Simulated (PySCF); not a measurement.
SMILES CCCc1ccccc1, singlet at its GFN2-xTB optimised geometry (Å):

```
21

C     -0.8959    -2.4455    -2.4422
C     -2.0215    -2.2000    -1.4461
C     -1.4921    -1.9039    -0.0364
C     -0.7148    -0.6193     0.0000
C     -1.3807     0.6007     0.0010
C     -0.6770     1.7912     0.0009
C      0.7077     1.7792    -0.0007
C      1.3813     0.5703     0.0000
C      0.6737    -0.6193     0.0000
H     -0.2541    -1.5704    -2.5150
H     -1.3008    -2.6589    -3.4288
H     -0.2884    -3.2932    -2.1308
H     -2.6273    -1.3569    -1.7851
H     -2.6668    -3.0806    -1.4032
H     -0.8580    -2.7314     0.2883
H     -2.3401    -1.8348     0.6497
H     -2.4618     0.6156     0.0059
H     -1.2093     2.7314     0.0042
H      1.2581     2.7085     0.0003
H      2.4618     0.5534     0.0006
H      1.2070    -1.5596     0.0019
```

Level of theory: B3LYP/def2-SVP in PySCF 2.14.0. Cells within 0.4 Å of a nucleus heavier than hydrogen are left out (blank, or x).

Map of the log10 of the electron density (e/bohr³), floored at −4 on the plane z = 0.0 Å:

```
|000000000000000000000000000|
|000000000000000000000000000|
|000000001121101111100000000|
|000000013343222343310000000|
|000000134565434565431000000|
|000000245787656787642000000|
|000000246898777898642000000|
|000001246899988998642100000|
|00001234689xx9xx98643210000|
|00012456789xx99x98765421000|
|000245788999888999876532000|
|000246899xx97679xx998642000|
|000246899xx97679xx998642000|
|000235678999888999887542000|
|00012456789x99xx98765421000|
|00012345689xx9xx98643210000|
|000124567899888998642100000|
|000135689x98777898642000000|
|000135789xx8756787532000000|
|000135678998754565431000000|
|000124567899754343210000000|
|000123456777653221100000000|
|000012334566542100000000000|
|000001222344321000000000000|
|000000011122110000000000000|
|000000000000000000000000000|
|000000000000000000000000000|
```
Scale: ten equal steps from -4.00 (start of '0') to -0.417 (end of '9'), in the order '0123456789'; x runs from -5.00 to 5.00, y from -5.00 (bottom) to 5.00 (top).
